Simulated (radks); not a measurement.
Method: scalar-relativistic Kohn-Sham, BLYP, spin-polarised, spherical densities, finite nucleus; open shells are filled with parallel spins first (spin-orbit coupling, left out, can overturn this in heavy ions); Fermi nuclear charge, rms radius of each element as measured or else 0.836 A^(1/3) + 0.57 fm; computed with a radial shooting solver on a logarithmic mesh with Libxc functionals. Each species is in its NIST ground configuration. Rank Zr, Ru, Cd, Tc, Pd, Rh, Nb, Mo, Ag by mean radius of the outermost orbital (bohr), largest first.

Answer. Zr 3.82, Nb 3.62, Mo 3.49, Tc 3.47, Ru 3.31, Rh 3.24, Ag 3.13, Cd 2.90, Pd 1.60.
